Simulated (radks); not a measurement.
Results of a calculation; reference values are marked as such.
Spherical quantum dot in the effective-mass picture: electrons in a well V = -V0 / (1 + exp((r - R)/a)) with V0 = 58.4, R = 1.42, a = 0.13, all in effective atomic units (hartree* = m*/eps^2 hartree, bohr* = eps/m* bohr), one dielectric constant everywhere. Level of theory: non-relativistic Kohn-Sham, LDA (Slater exchange, Perdew-Wang correlation), spin-polarised, spherical densities (a radial shooting solver with Libxc functionals). Levels are named by radial order and angular momentum (1s, 1p, 1d, 2s, ...), and open shells are averaged over m.

N = 36, configuration 1s2 1p6 1d10 2s2 1f14 2p(up 2, down 0). This is the lowest configuration that the search found. Occupied and some empty levels:

| level | occupation | eigenvalue (hartree*) | <r> (bohr*) |
|---|---|---|---|
| 1s up | 1 | -19.691 | 0.8369 |
| 1s down | 1 | -19.625 | 0.8407 |
| 1p up | 3 | -17.888 | 0.9162 |
| 1p down | 3 | -17.842 | 0.9179 |
| 1d up | 5 | -15.184 | 0.9768 |
| 1d down | 5 | -15.150 | 0.9774 |
| 2s up | 1 | -11.965 | 0.7139 |
| 2s down | 1 | -11.837 | 0.7123 |
| 1f up | 7 | -11.755 | 1.027 |
| 1f down | 7 | -11.725 | 1.027 |
| 2p up | 2 | -7.8045 | 0.8289 |
| 1g up | 0 | -7.7010 | 1.071 |
| 2p down | 0 | -7.6884 | 0.8301 |
| 1g down | 0 | -7.6723 | 1.071 |
| 2d up | 0 | -3.1877 | 0.9169 |
| 2d down | 0 | -3.0982 | 0.9187 |
| 3s up | 0 | -1.5257 | 0.8119 |
| 3s down | 0 | -1.4447 | 0.8112 |

Energy (hartree*): total -1099.80, kinetic 273.13, external -1940.8, Hartree 611.86, exchange-correlation -44.002.
